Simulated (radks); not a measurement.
Species: Ag+. Configuration: [Kr] 4d10.

Method: scalar-relativistic Kohn-Sham, Slater X-alpha with alpha = 1.013, spin-polarised, spherical densities, finite nucleus; Fermi nuclear charge, rms radius 4.5454 fm; computed with a radial shooting solver on a logarithmic mesh with Libxc functionals.

Energy parts (eV):
part                   energy
total             -146380.995
kinetic            152118.057
electron-nucleus  -352127.929
Hartree             59475.329
exchange            -5846.452

Orbitals (lengths in bohr, moments of r in powers of bohr):
orbital  occ.  eigenvalue (eV)      <r>      <r^4>
1s          2        -25520.34  0.03105  4.412e-06
2s          2        -3797.334   0.1343  0.0007769
2p          6        -3419.329   0.1170  0.0005533
3s          2        -713.5224   0.3654    0.03569
3p          6        -587.8685   0.3635    0.03779
3d         10        -388.3382   0.3404    0.03545
4s          2        -110.2737   0.9003      1.271
4p          6         -73.3726   0.9828      1.934
4d         10         -20.4744    1.298      8.077

The highest occupied level is 4d at -20.474 eV. For comparison, the ionisation energy in NIST's Atomic Spectra Database is 21.484 eV (measured). In exact Kohn-Sham theory the highest level is minus the ionisation energy, but local and semilocal functionals leave it too shallow, through self-interaction and a potential that decays too fast; potentials with the right tail come closer. The density falls to 0.001 e/bohr^3 at r = 3.35 bohr. Summed over all electrons, <r^2> = 31.52 bohr^2, which gives a Langevin (diamagnetic) susceptibility term of -25 x 10^-6 cm^3/mol. The electron density at the nucleus is 1.498e+05 e/bohr^3 (large components only).
